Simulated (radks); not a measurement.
Charge is removed step by step from the 3d (averaged over the sub-levels emptied) level of neutral cadmium, starting from [Kr] 4d10 5s2. Method: Dirac Kohn-Sham, PBE, spin-unpolarised, spherical densities, finite nucleus; Fermi nuclear charge, rms radius 4.6087 fm; computed with a radial shooting solver on a logarithmic mesh with Libxc functionals.

removed (e)  E - E(0) (eV)  eigenvalue (eV)  E minus straight line (eV)
0                    0.000          -393.25                       0.000
0.125               49.443          -397.85                      -2.075
0.25                99.464          -402.50                      -3.572
0.375               150.07          -407.22                      -4.483
0.5                 201.27          -412.00                      -4.800
0.625               253.07          -416.83                      -4.518
0.75                305.48          -421.71                      -3.628
0.875               358.50          -426.65                      -2.124
1                   412.14          -431.64                       0.000

Removing the whole electron costs 412.14 eV by Delta-SCF, against 393.25 eV from minus the eigenvalue at the starting occupation. Slater's transition state (half an electron removed) gives 412.00 eV. Integrating minus the eigenvalue over the occupation (Janak's theorem) gives 412.14 eV. The mean slope of the eigenvalue, de/dn, is 38.4 eV per electron.
